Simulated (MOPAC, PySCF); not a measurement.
C₂H₈AlN, SMILES `[Al]([NH2])([CH3])[CH3]`, neutral singlet in the gas phase. 

Cartesian coordinates (Å):
SMILES: [CH3][Al]([CH3])[NH2]
```xyz
12

C     -1.7602    -0.5127     0.4061
Al     0.0182     0.1759    -0.0349
C      1.6123    -0.9558    -0.1330
N      0.1941     1.9147    -0.3603
H     -2.0936    -1.2476    -0.3332
H     -2.5173     0.2736     0.4514
H     -1.7595    -1.0264     1.3723
H      1.4846    -1.7580    -0.8661
H      2.5094    -0.3970    -0.4090
H      1.8105    -1.4436     0.8263
H      1.0598     2.3760    -0.5937
H     -0.5583     2.5856    -0.3405
```
Charge 0, spin multiplicity 1.

All levels are single points at this geometry (B3LYP-D3(BJ)/def2-TZVP); Pople sets use spherical d functions. Orbital energies aren't observables, and empty levels follow the basis.

HF/3-21G in PySCF gives dipole (D) = 0.79.

Problem. Estimate the dipole (D) from each of these levels: TPSSh-D3(BJ)/def2-TZVP in PySCF; B3LYP/6-31G* in PySCF; BP86/6-31G* in PySCF; M06-2X/6-31G* in PySCF; HF/6-31G* in PySCF; HF/STO-3G in PySCF; AM1 in MOPAC; PM3 in MOPAC.

Solution. 
```json
[
 {"level": "TPSSh-D3(BJ)/def2-TZVP in PySCF", "dipole (D)": "0.71"},
 {"level": "B3LYP/6-31G* in PySCF", "dipole (D)": "0.79"},
 {"level": "BP86/6-31G* in PySCF", "dipole (D)": "0.84"},
 {"level": "M06-2X/6-31G* in PySCF", "dipole (D)": "0.76"},
 {"level": "HF/6-31G* in PySCF", "dipole (D)": "0.68"},
 {"level": "HF/STO-3G in PySCF", "dipole (D)": "0.43"},
 {"level": "AM1 in MOPAC", "dipole (D)": "1.17"},
 {"level": "PM3 in MOPAC", "dipole (D)": "2.03"}
]
```
